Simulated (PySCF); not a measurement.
These 2 structures share the formula C4H5ClSi. Theory: PBE0-D3(BJ)/def2-SVP geometry optimisation, gas phase (PySCF 2.14.0). Energies are electronic, without zero-point or thermal terms, for one conformer each. No frequencies were run at this level. Point groups hold within 0.08 Å.

Task: Rank from lowest to highest electronic energy at this level (kJ/mol).
A. `ClC=C=C=C[SiH3]`
B. `ClC1=C[SiH2]C=C1`

Result: B (0.0), A (189.6).

As drawn, the higher has cumulated double bonds, which the lower lacks.

```
          SMILES      E (Eh)  E rel (kJ/mol)  dipole (D)  point group       A, B, C (MHz)
ClC1=C[SiH2]C=C1  -904.28943             0.0        1.11           Cs    6170, 1465, 1200
 [SiH3]C=C=C=CCl  -904.21723           189.6        1.24           Cs  6564, 736.0, 666.9
```

***

These 2 structures share the formula C5H3N. Method used: PBE0-D3(BJ)/def2-SVP geometry optimisation, gas phase (PySCF). Energies are electronic, without zero-point or thermal terms, for one conformer each. No frequencies were run at this level. Point groups hold within 0.08 Å.

**Question.** Rank from lowest to highest electronic energy at this level (kcal/mol).
A. `C#CC#C/C=N\[H]`
B. vinylcyanoacetylene, `C(#N)C#CC=C`

**Answer.** B (0.0), A (31.3).

As drawn, the lower has a C≡N group and a C=C bond outside aromatic rings, which the higher lacks; the higher has a C=N bond and an N–H bond, which the lower lacks.

| SMILES | E (Eh) | E rel (kcal/mol) | dipole (D) | point group | A, B, C (MHz) |
| --- | --- | --- | --- | --- | --- |
| C=CC#CC#N | -246.50415 | 0.0 | 5.00 | Cs | 40128, 1369, 1324 |
| [H]/N=C\C#CC#C | -246.45422 | 31.3 | 2.37 | Cs | 44039, 1356, 1316 |
